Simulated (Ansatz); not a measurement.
`C[Se][Se][SiH3]` + `C[SiH3]` → `C[SiH2][Se][Se]C` + SiH₄ at 500 K and 1 bar (formal exchange of groups at the Se–Si bond).

Gas-phase electronic energies from Ansatz, PBE0-D4/def2-TZVP geometries. CBS: MP2 limit from def2 TZ/QZ plus the TZ coupled-cluster correction, frozen cores. This one scheme is used for every species. For Se outer-core shells are correlated without core-valence functions, which leaves a few kJ/mol of doubt a bond. Scalar relativity is left out up to krypton. One conformer a species, not always the lowest.

```csv
species,CCSD(T)/CBS energy (Eh),H − E (kJ/mol),S (J/(mol·K))
`C[Se][Se][SiH3]`,-5132.18229,216.4,444.8
`C[SiH3]`,-330.73916,189.7,296.8
`C[SiH2][Se][Se]C`,-5171.46185,303.4,496.9
SiH₄,-291.46306,102.4,230.9
```

H − E and S are ideal-gas, rigid-rotor, harmonic terms from PBE0-D4/def2-TZVP, for one conformer and one mirror image of each species. 1 Eh = 2625.50 kJ/mol, R = 8.31446 J/(mol·K).

Task: By hand: ΔE, ΔH, ΔS and ΔG.

Result: ΔE = (-5171.46185) + (-291.46306) − (-5132.18229) − (-330.73916) = -0.00346 Eh = -9.1 kJ/mol. Δ(H − E) = 303.4 + 102.4 − 216.4 − 189.7 = -0.3, so ΔH = -9.4 kJ/mol. ΔS = 496.9 + 230.9 − 444.8 − 296.8 = -13.8 J/(mol·K). ΔG = -9.4 − 500 × (-13.8)/1000 = -2.5 kJ/mol.

Task: By hand: the equilibrium constant, and the temperature at which ΔG would vanish if ΔH and ΔS stayed fixed.

Result: log₁₀ K = −ΔG/(RT ln 10) = 0.3. ΔG = 0 at ΔH/ΔS = 681 K, though so small a ΔH makes that figure unsure.

TΔS isn't small against ΔH here. The sign of ΔG lies within the doubt. A doubt of 5 kJ/mol in ΔE shifts log₁₀ K by 0.5 here. Other conformers and mirror images would add mixing entropy, several J/(mol·K) or more a flexible species. Modes under 60 cm⁻¹, often nearly free rotors, make the harmonic entropy too high. These are equilibria of isolated gas molecules and say nothing of rates. Largest T1 diagnostic: 0.011 (customary marks: 0.02 for closed shells, 0.045 for open ones).
